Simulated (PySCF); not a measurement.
PySCF job for Be(Me)(GeH3) (CH6BeGe), SMILES [CH3][Be][GeH3], IEF-PCM-B3LYP/def2-SVP. The structure is a stationary point at PBE0-D3(BJ)/def2-TZVP.

```python
import numpy as np
from pyscf import gto, scf, dft
from pyscf.solvent import pcm

mol = gto.M(
    atom='''
    Be    0.00000000   -0.00000000   -1.30652100
    C    -0.00000000   -0.00000000   -2.97950505
    H    -1.01660566   -0.02044648   -3.38834915
    H     0.52601001   -0.87018309   -3.38834915
    H     0.49059566    0.89062957   -3.38834915
    Ge   -0.00000000   -0.00000000    0.89872416
    H     1.41936718   -0.06122006    1.50299622
    H    -0.65666546    1.25981806    1.50299622
    H    -0.76270171   -1.19859801    1.50299622
    ''',
    basis='def2-SVP',
    charge=0,
    spin=0,
    max_memory=1600,
    verbose=3,
)
mf = dft.RKS(mol, xc='b3lyp').density_fit(auxbasis='def2-universal-jkfit')
mf.grids.level = 3
mf.conv_tol = 1e-9
mf.max_cycle = 100
mf.kernel()
res = {}
for name, eps in {'water': 78.355, 'ethylethanoate': 5.9867, 'chloroform': 4.7113}.items():
    s = mf.PCM()
    s.with_solvent.method, s.with_solvent.eps, s.with_solvent.lebedev_order = 'IEF-PCM', eps, 29
    s.kernel(mf.make_rdm1())
    res[name] = (s.e_tot, eps, s.dip_moment(), s.mo_energy, s.converged)
    print(f'{name}: electrostatic solvation free energy {(s.e_tot - mf.e_tot) * 627.509474:.3f} kcal/mol')
```

It prints:

```
converged SCF energy = -2133.20680717321

WARN: PCM is an experimental feature. It is still in testing.
Features and APIs may be changed in the future.

converged SCF energy = -2133.21164761153
Dipole moment(X, Y, Z, Debye): -0.00009,  0.00039, -1.83009
water: electrostatic solvation free energy -3.037 kcal/mol

WARN: PCM is an experimental feature. It is still in testing.
Features and APIs may be changed in the future.

converged SCF energy = -2133.21037541869
Dipole moment(X, Y, Z, Debye): -0.00005,  0.00021, -1.71141
ethylethanoate: electrostatic solvation free energy -2.239 kcal/mol

WARN: PCM is an experimental feature. It is still in testing.
Features and APIs may be changed in the future.

converged SCF energy = -2133.21006182851
Dipole moment(X, Y, Z, Debye): -0.00004,  0.00018, -1.68178
chloroform: electrostatic solvation free energy -2.042 kcal/mol
```

The calculation finished and met its thresholds.
